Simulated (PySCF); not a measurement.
Task: Write Cartesian coordinates for InChI=1S/C2H6N2SiTe/c3-1-6-2-5-4/h2,4-5H2 as optimised with PBE0-D3(BJ)/def2-SVP.

Result: 
```
atom  x, y, z in Å
N1     1.980    2.002   -0.916
C2     2.073    0.857   -0.731
Te3    2.263   -1.167   -0.420
C4     0.177   -1.516    0.005
Si5   -0.797   -0.069    0.778
N6    -1.161    1.264   -0.241
H7    -0.296   -1.880   -0.919
H8     0.195   -2.342    0.736
H9    -0.004    0.402    1.949
H10   -2.087   -0.691    1.208
H11   -0.430    1.919   -0.500
H12   -1.873    1.192   -0.958
```

Any rigid rotation of these coordinates is as good. Atoms count from 1 in this order. Of the pairs four or more bonds apart, N1···H11 is among the closest relative to their van der Waals radii: 2.45 Å, 89 % of the sum of Bondi's values. Si5 (SiH2 silicon) is distorted tetrahedral (angles from 104.0° to 117.2°). The C–Te distances run from 2.057 Å (C2–Te3, drawn single) to 2.157 Å (Te3–C4, drawn single), a spread of 0.100 Å. N6 (silicon-bound nitrogen) has angles 121.0°, 120.0° and 111.7°, sum 352.7°, 0.19 Å off the plane of its three neighbours.

Bonds between heavy atoms (Å): N1≡C2 1.163, C2–Te3 2.057, Te3–C4 2.157, C4–Si5 1.908, Si5–N6 1.716.

Computed with PBE0-D3(BJ)/def2-SVP geometry optimisation, gas phase, def2 core potentials past Kr in PySCF.

Point group: C1 (no symmetry element, even within 0.4 Å). No frequency check. The numbers are those of one conformer (C2–Te3–C4–Si5 -29°, Te3–C4–Si5–N6 72°, C4–Si5–N6–H -74° and 73°).

Hardware: AMD EPYC 7R13, one thread, shared host. Cost: 4.8 min of wall time, 0.54 GiB resident at most. These figures are those of the optimisation.
